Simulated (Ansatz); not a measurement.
`[O]=[Mo](=[O])([F])[Cl]` + `CNC` → `C[N](C)[Mo](=[O])(=[O])[F]` + HCl at 298.15 K and 1 bar (ligand exchange at a Mo–Cl bond).

Program: Ansatz. Geometries: PBE0-D4/def2-TZVP. ΔE: electronic, gas phase. CBS: MP2 limit from def2 TZ/QZ plus the TZ coupled-cluster correction, frozen cores. This one scheme is used for every species. Elements past krypton have def2 core potentials. For Mo outer-core shells are correlated without core-valence functions, which leaves a few kJ/mol of doubt a bond. Each species was taken in one conformer, which may not be the lowest.

```tsv
species	CCSD(T)/CBS energy (Eh)	H − E (kJ/mol)	S (J/(mol·K))
`[O]=[Mo](=[O])([F])[Cl]`	-778.22574	44.9	332.3
`CNC`	-135.00321	256.9	271.4
`C[N](C)[Mo](=[O])(=[O])[F]`	-452.84025	266.1	397.8
HCl	-460.38127	26.6	186.8
```

H − E and S are ideal-gas, rigid-rotor, harmonic terms from PBE0-D4/def2-TZVP, for one conformer and one mirror image of each species. 1 Eh = 2625.50 kJ/mol, R = 8.31446 J/(mol·K).

**Question.** By hand: ΔE, ΔH, ΔS and ΔG.

**Answer.** ΔE = (-452.84025) + (-460.38127) − (-778.22574) − (-135.00321) = 0.00743 Eh = 19.5 kJ/mol. Δ(H − E) = 266.1 + 26.6 − 44.9 − 256.9 = -9.1, so ΔH = 10.4 kJ/mol. ΔS = 397.8 + 186.8 − 332.3 − 271.4 = -19.1 J/(mol·K). ΔG = 10.4 − 298.15 × (-19.1)/1000 = 16.1 kJ/mol.

**Question.** By hand: the equilibrium constant, and the temperature at which ΔG would vanish if ΔH and ΔS stayed fixed.

**Answer.** log₁₀ K = −ΔG/(RT ln 10) = -2.8. ΔH and −TΔS have one sign here, so there is no such temperature.

TΔS isn't small against ΔH here. A doubt of 5 kJ/mol in ΔE shifts log₁₀ K by 0.9 here. Other conformers and mirror images would add mixing entropy, several J/(mol·K) or more a flexible species. Modes under 60 cm⁻¹, often nearly free rotors, make the harmonic entropy too high. These are equilibria of isolated gas molecules and say nothing of rates. Largest T1 diagnostic: 0.024 (customary marks: 0.02 for closed shells, 0.045 for open ones).
